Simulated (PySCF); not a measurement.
H3O4Si, SMILES O[Si]([O])(O)O, multiplicity 2.

The structure is a stationary point at B3LYP-D3(BJ)/def2-SVP. The isomer is the one that the SMILES or the coordinates give; other isomers of the formula were not compared. Other conformers were not sampled.

Level of theory: TDA-ωB97X/def2-SVPD in PySCF.

Vertical excitations. Gas-phase values at a fixed geometry.

```
state    energy (eV)  λ (nm)      f                                                                      main pairs
-------  -----------  ------  -----  ------------------------------------------------------------------------------
root 1          0.50    2457  0.000                                                                β HOMO→LUMO 75 %
root 2          2.19     567  0.000                                          β HOMO−2→LUMO 59 %, β HOMO−7→LUMO 27 %
root 3          4.56     272  0.020                                                              β HOMO−1→LUMO 84 %
root 4          5.10     243  0.014                                            β HOMO−3→LUMO 74 %, β HOMO→LUMO 12 %
root 5          5.77     215  0.008  β HOMO−5→LUMO 45 %, β HOMO−2→LUMO 20 %, β HOMO−7→LUMO 16 %, β HOMO−3→LUMO 11 %
root 6          5.92     209  0.013                                                              β HOMO−4→LUMO 89 %
root 7          6.21     200  0.022                                          β HOMO−6→LUMO 66 %, β HOMO−5→LUMO 19 %
root 8          6.55     189  0.001                      β HOMO−7→LUMO 43 %, β HOMO−6→LUMO 25 %, β HOMO−5→LUMO 21 %
root 9          8.23     151  0.002                                            α HOMO→LUMO 22 %, β HOMO→LUMO+1 47 %
root 10         8.43     147  0.002  α HOMO−1→LUMO 26 %, α HOMO→LUMO 21 %, β HOMO→LUMO+1 11 %, β HOMO−1→LUMO+1 10 %
```
Unrestricted roots are not spin-pure.
